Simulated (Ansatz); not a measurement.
CTe2, SMILES [Te]=C=[Te].

Coordinates come from a B3LYP-D3(BJ)/def2-TZVP optimisation. The def2 effective core potentials stand for the cores of Te; spin–orbit coupling is left out.

Two levels are set side by side: PBE/def2-SVPD (Ansatz, an electronic-structure program) and CAM-B3LYP/def2-SVPD (Ansatz). Energy differences of separate SCF runs at the same geometry; the states with an electron removed or added have multiplicity 2 and 2. Differences are taken from unrounded values.

```tsv
quantity	CAM-B3LYP	PBE	PBE minus CAM-B3LYP
vertical ionisation energy (eV)	8.31	8.32	0.01
vertical electron affinity (eV)	1.26	0.84	-0.42
vertical singlet–triplet gap (eV)	1.80	2.08	0.28
```
